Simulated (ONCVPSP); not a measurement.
Zr, ONCV: configuration errors across variants

zirconium, optimised norm-conserving Vanderbilt (ONCV), made with ONCVPSP 4.0.1 (PBEsol, scalar-relativistic). Core [Ar] 3d10, reference 4s2 4p6 4d2 5s2. Waves: 4s+5s: rc 2.00 bohr, ncon 5, nbas 8, qcut 4.6 1/bohr, 2 projectors; 4p: rc 1.25 bohr, ncon 4, nbas 8, qcut 5.8 1/bohr, 2 projectors, debl 1 Ha; 4d: rc 1.80 bohr, ncon 3, nbas 7, qcut 5 1/bohr, 3 projectors, debl 2.6 Ha; f scattering state at 0.07 Ha: rc 2.05 bohr, ncon 4, nbas 8, qcut 5.2 1/bohr, 1 projector. Local part: polynomial inside 0.80 bohr (lpopt 5, dvloc0 1 Ha). Core correction: Teter function, fcfact 4.25, rcfact 1.35.

In the p channel the program set the typed energies aside and used -1.192, 0.250 Ha.

All-electron excitation energies from the reference (eV): (1) 4s2 4p6 4d2 5s1 7.171; (2) 4s2 4p6 4d2 5s0 20.081; (3) 4s2 4p6 4d1 5s0 42.666; (4) 4s2 4p6 4d2 5s0 5p2 6.266.

1 further variants failed, have other tests or too few solved ones, and are left out.

A true bound ghost makes a file unfit for plane-wave use even where its test errors are small: the radial tests pick states by their node count and pass the ghost by.

Errors AE − PS in meV (a dash: test not solved or not reliable):

| change | (1) | (2) | (3) | (4) | bound ghosts | GHOST(+) flags above zero |
| --- | --- | --- | --- | --- | --- | --- |
| base | -2.3 | -11 | -4.3 | -5.0 | s | p, d, f |
| all radii but the core radius scaled by about 1.11 (s 2.22, p 1.38, d 2.00, f 2.26 bohr); local potential polynomial inside 0.88 bohr (lpopt 5, dvloc0 1 Ha) | -2.1 | -9.1 | -1.1 | -4.1 | s | p, d, f |
| all radii but the core radius scaled by about 1.20 (s 2.40, p 1.50, d 2.16, f 2.46 bohr); local potential polynomial inside 0.96 bohr (lpopt 5, dvloc0 1 Ha) | -2.0 | -10 | +2.3 | -4.9 | none | s |
| all radii but the core radius scaled by about 1.31 (s 2.62, p 1.64, d 2.34, f 2.68 bohr); local potential polynomial inside 1.04 bohr (lpopt 5, dvloc0 1 Ha) | -2.0 | -11 | +8.6 | -5.3 | none | s |

Task: Give the same row for: all radii but the core radius scaled by about 0.90 (s 1.80, p 1.12, d 1.62, f 1.84 bohr); local potential polynomial inside 0.72 bohr (lpopt 5, dvloc0 1 Ha).

Result: -1.8, -7.5, -4.8, -2.9; bound ghosts: s; GHOST(+) flags above zero: p, d, f.
